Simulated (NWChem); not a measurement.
# CH3FNiO, triplet; SMILES C[O][Ni][F]

```xyz
7

Ni    -0.0140     0.4929    -0.0002
F      0.0330     2.2066     0.0003
O     -0.0505    -1.1843     0.0006
C      0.0463    -2.5540    -0.0002
H      1.0929    -2.8842     0.1395
H     -0.5568    -2.9978     0.8141
H     -0.3153    -2.9802    -0.9548
```
Atoms are numbered in this order, from 1.

Results from NWChem. Pople sets run with spherical d functions. Spin-unrestricted. Medium grid unless said otherwise, to which SCAN and Minnesota functionals are sensitive. The geometry was optimised at PBE0/def2-SVP, spin-unrestricted. No frequency run checked for a minimum. The spin multiplicity was typed, not searched, and may not be the lowest. No stability test was run on the SCF state. B3LYP is NWChem's, with the RPA form of VWN correlation. Total energies of different functionals are on different scales.

```tsv
level	energy (Ha)	highest occupied level (eV)	lowest empty minus highest occupied level, either spin (eV)	dipole (D)	<S²>
B3LYP/6-31G*	-1723.1246	-7.50	4.85	2.81	2.01
PBE/6-31G*	-1722.6133	-4.86	0.91	3.15	2.00
N12/6-31G*	-1723.6238	-4.87	0.86	3.46	2.01
B3PW91/6-31G*	-1722.9968	-7.50	4.89	2.82	2.01
r2SCAN/6-31G*	-1722.9661	-5.94	2.34	2.90	2.00
TPSS/6-31G*	-1723.1479	-5.18	1.42	3.03	2.00
HCTH/407/6-31G*	-1723.7753	-4.93	0.70	3.28	2.01
```
